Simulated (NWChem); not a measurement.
System: AlSiH₃Cl₂; SMILES [SiH3][Al]([Cl])[Cl]

NWChem input:

```
start job
memory heap 200 mb stack 900 mb global 1100 mb
geometry units angstroms noautoz
  Al    -0.003785     0.066917     0.006776
  Cl    -1.790371     1.196124    -0.013568
  Cl     1.799513     1.169743    -0.014848
  Si    -0.009267    -2.377439     0.016979
  H      1.097051    -2.896537     0.866244
  H      0.189461    -2.878780    -1.371850
  H     -1.303536    -2.901843     0.529661
end
basis spherical
  Al library cc-pvdz
  Cl library cc-pvdz
  Si library cc-pvdz
  H library cc-pvdz
end
dft
  xc xtpss03 ctpss03
  iterations 150
  mulliken
end
task dft energy
```

Parts of the log:

```
             Northwest Computational Chemistry Package (NWChem) 7.3.0
             --------------------------------------------------------

 C1  symmetry detected

                             Geometry "geometry" -> ""
                             -------------------------

 Output coordinates in angstroms (scale by  1.889725989 to convert to a.u.)

  No.       Tag          Charge          X              Y              Z
 ---- ---------------- ---------- -------------- -------------- --------------
    1 Al                  13.0000    -0.00223085     0.08048901     0.00954217
    2 Cl                  17.0000    -1.77571998     1.23027876    -0.00193509
    3 Cl                  17.0000     1.81362449     1.16266941    -0.00192180
    4 Si                  14.0000    -0.03578967    -2.36364095    -0.00108481
    5 H                    1.0000     1.06405150    -2.90262729     0.84419409
    6 H                    1.0000     0.15789079    -2.85538767    -1.39405095
    7 H                    1.0000    -1.33626254    -2.87748784     0.50656302

 Effective nuclear repulsion energy (a.u.)     289.4028308183

                                 NWChem DFT Module
                                 -----------------

 Summary of "ao basis" -> "ao basis" (spherical)
 ------------------------------------------------------------------------------
       Tag                 Description            Shells   Functions and Types
 ---------------- ------------------------------  ------  ---------------------
 Al                         cc-pvdz                  8       18   4s3p1d
 Cl                         cc-pvdz                  8       18   4s3p1d
 Si                         cc-pvdz                  8       18   4s3p1d
 H                          cc-pvdz                  3        5   2s1p

            General Information
            -------------------
          SCF calculation type: DFT
          Wavefunction type:  closed shell.
          No. of atoms     :     7
          No. of electrons :    64
           Alpha electrons :    32
            Beta electrons :    32
          Charge           :     0
          Spin multiplicity:     1
          Use of symmetry is: off; symmetry adaption is: off
          Maximum number of iterations: 150
          AO basis - number of functions:    87
                     number of shells:    41
          Convergence on energy requested:  1.00D-06
          Convergence on density requested:  1.00D-05
          Convergence on gradient requested:  5.00D-04

              XC Information
              --------------
                  TPSS metaGGA Exchange Functional  1.000
             TPSS03 metaGGA Correlation Functional  1.000

             Grid Information
             ----------------
          Grid used for XC integration:  medium
          Radial quadrature: Mura-Knowles
          Angular quadrature: Lebedev.
          Tag              B.-S. Rad. Rad. Pts. Rad. Cut. Ang. Pts.
          ---              ---------- --------- --------- ---------
          Al                  1.25       88          10.0       590
          Cl                  1.00       88          12.0       590
          Si                  1.10       88          10.0       590
          H                   0.35       45          12.0       434
          Grid pruning is: on
          Number of quadrature shells:   487
          Spatial weights used:  Erf1

      Superposition of Atomic Density Guess
      -------------------------------------

 Sum of atomic energies:       -1451.15779096

      Non-variational initial energy
      ------------------------------

 Total energy =   -1451.906498
 1-e energy   =   -2585.874403
 2-e energy   =     844.565074
 HOMO         =      -0.317931
 LUMO         =       0.002323

     ---------------------------------------------
      Total Density - Mulliken Population Analysis
     ---------------------------------------------

    Atom       Charge   Shell Charges
 -----------   ------   -------------------------------------------------------
    1 Al  13    12.01   2.00  2.01  0.71  0.30  6.01  0.59  0.16  0.23
    2 Cl  17    17.47   2.00  2.01  0.96  0.95  6.00  3.20  2.34  0.01
    3 Cl  17    17.47   2.00  2.01  0.96  0.95  6.00  3.20  2.34  0.01
    4 Si  14    13.93   2.00  2.01  0.78  0.55  6.00  1.37  1.13  0.09
    5 H    1     1.04   0.68  0.35  0.01
    6 H    1     1.04   0.68  0.35  0.01
    7 H    1     1.04   0.68  0.35  0.01

   convergence    iter        energy       DeltaE   RMS-Dens  Diis-err
 ---------------- ----- ----------------- --------- --------- ---------
 d= 0,ls=0.0,diis     1  -1454.2932911401 -1.74D+03  1.31D-02  4.08D-01
 d= 0,ls=0.0,diis     2  -1454.2406776442  5.26D-02  8.26D-03  6.27D-01
 d= 0,ls=0.0,diis     3  -1454.3477273755 -1.07D-01  1.49D-03  3.32D-02
 d= 0,ls=0.0,diis     4  -1454.3532222418 -5.49D-03  3.47D-04  4.32D-04
 d= 0,ls=0.0,diis     5  -1454.3533172041 -9.50D-05  8.20D-05  4.86D-05
  Resetting Diis
 d= 0,ls=0.0,diis     6  -1454.3533269468 -9.74D-06  1.49D-05  2.10D-06
 d= 0,ls=0.0,diis     7  -1454.3533272684 -3.22D-07  8.93D-06  1.90D-07

         Total DFT energy =    -1454.353327268402
      One electron energy =    -2588.272185834745
           Coulomb energy =      941.856056854233
    Exchange-Corr. energy =      -97.340029106155
 Nuclear repulsion energy =      289.402830818266

 Numeric. integr. density =       64.000009281975

                       DFT Final Molecular Orbital Analysis
                       ------------------------------------

 Vector   30  Occ=2.000000D+00  E=-2.978629D-01
              MO Center=  4.0D-02,  1.2D+00, -1.8D-03, r^2= 4.3D+00
   Bfn.  Coefficient  Atom+Function         Bfn.  Coefficient  Atom+Function
  ----- ------------  ---------------      ----- ------------  ---------------
    46     -0.430722  3 Cl pz                28      0.425493  2 Cl pz
    49     -0.335051  3 Cl pz                31      0.331244  2 Cl pz
    17      0.079431  1 Al d  1

[...]
```

Level: TPSS/cc-pVDZ. Coordinates come from a B3LYP/6-31G* (spherical d) optimisation.
